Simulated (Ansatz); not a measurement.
Ansatz results at the PBE0-D4/def2-TZVP geometry: HOMO–LUMO gap (ωB97M-V/def2-TZVPP) 8.51 eV; HOMO energy (B3LYP/def2-TZVPP) -6.30 eV; HOMO energy (ωB97M-V/def2-TZVPP) -8.65 eV.

Task: Which molecule gave them?
A. `FC1C[SiH2]S1`
B. `C[CH]1[AlH][C]1(F)F`
C. `FC#C[SiH3]`
D. `[CH3][AlH][SiH2][SnH3]`

Result: B. The others give `[CH3][AlH][SiH2][SnH3]`: 8.84, -6.97, -9.08; `FC1C[SiH2]S1`: 10.87, -7.06, -9.49; `FC#C[SiH3]`: 12.64, -7.97, -10.45.

B3LYP here is the variant with VWN-RPA as its local correlation; programs differ in this.
